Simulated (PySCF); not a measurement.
## From orbital energies to excitation energies

C6H13BS.
SMILES: `CS[C@@H]1CBCCC1`

Computed with TDDFT CAM-B3LYP/def2-SVPD, vertical, gas phase, core orbitals frozen in the response (PySCF). The structure is a single PBE0-D3(BJ)/def2-SVP conformer in the gas phase; no vibrational or solvent corrections.

Orbital energies (eV): HOMO-3 -10.44, HOMO-2 -9.78, HOMO-1 -9.29, HOMO -7.55, LUMO 0.23, LUMO+1 1.07, LUMO+2 1.28.

Problem. Among the lowest singlets, which states do these configurations lead, and at what energies: HOMO→LUMO, HOMO→LUMO+2?

Solution. 

| state | leading configuration | weight | Δε (eV) | E (eV) | E − Δε (eV) | f | other configurations |
| --- | --- | --- | --- | --- | --- | --- | --- |
| S1 | HOMO→LUMO | 0.83 | 7.78 | 5.38 | -2.40 | 0.0034 | – |
| S2 | HOMO→LUMO+2 | 0.70 | 8.83 | 5.50 | -3.32 | 0.0005 | – |

E − Δε runs from -3.32 to -2.40 eV. Among themselves, these states come in the order of their orbital differences. Δε is the difference of the two orbital energies.

H and L stand for HOMO and LUMO. The other states: S3 5.83 eV, f 0.0018, H-1→L (56%), H-2→L (28%); S4 6.09 eV, f 0.023, H→L+3 (39%), H→L+1 (24%), H-2→L (21%); S5 6.21 eV, f 0.016, H→L+3 (38%), H-2→L (28%), H-1→L (11%); S6 6.32 eV, f 0.0005, H→L+1 (46%), H→L+5 (17%), H→L+3 (9%); S7 6.81 eV, f 0.035, H→L+4 (69%), H→L+7 (14%); S8 7.04 eV, f 0.0062, H→L+9 (19%), H→L+2 (18%), H→L+1 (10%); S9 7.43 eV, f 0.0051, H→L+6 (25%), H→L+5 (24%), H→L+9 (12%); S10 7.65 eV, f 0.014, H→L+11 (26%), H→L+5 (24%), H→L+8 (16%).

Triplets, Tamm–Dancoff:

```
state  E (eV)  λ (nm)  main configurations (H = HOMO, L = LUMO)
   T1    5.11   242.8                               H→L+2 (61%)
   T2    5.19   239.0                    H→L (57%), H-1→L (18%)
   T3    5.36   231.2                  H-2→L (46%), H-1→L (35%)
   T4    5.72   216.9     H→L+1 (16%), H→L+5 (13%), H-2→L (12%)
```

Summed over the main configurations (up to three a state, each over 8%) of all 10 singlets, the electron leaves HOMO with weight 5.83, HOMO-2 with weight 0.77 and HOMO-1 with weight 0.66.

All these states lie below the vertical ionisation energy of 8.32 eV (ΔSCF).
